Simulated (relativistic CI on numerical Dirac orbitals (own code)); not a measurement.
# Spin-allowed bands of a d7 ion in a tetrahedral site, by hand

Problem. Take Δ = 7750 cm⁻¹ and B = 410 cm⁻¹ for a d7 ion in a tetrahedral site. Calculate the three spin-allowed bands.

Working.
1. The terms of highest spin are 4F (energy 0) and 4P (15B = 6150 cm⁻¹). Here the F term splits into A2 at −1.2Δ = -9300, T2 at −0.2Δ = -1550 and T1 at +0.6Δ = 4650 cm⁻¹.
2. The two T1 states mix through the element 0.4Δ: H = [[4650, 3100], [3100, 6150]], with roots ½(H₁₁ + H₂₂) ∓ ½√[(H₂₂ − H₁₁)² + 4H₁₂²] = ½(10800) ∓ ½(6379) = 2211 and 8589 cm⁻¹.
3. The ground term is 4A2 at -9300 cm⁻¹.
4. Bands: 4T2 7750 cm⁻¹ (1290 nm), 4T1(F) 11511 cm⁻¹ (869 nm), 4T1(P) 17889 cm⁻¹ (559 nm).

Check. Exact diagonalisation of the whole d7 shell with these parameters gives 4T2 7750, 4T1 11511, 4T1 17889 cm⁻¹. The match is exact, since without spin-orbit coupling no other term has this spin. The ratio of the second band to the first, 1.485, depends on Δ/B = 18.9 alone, which is how a Tanabe-Sugano diagram is read.
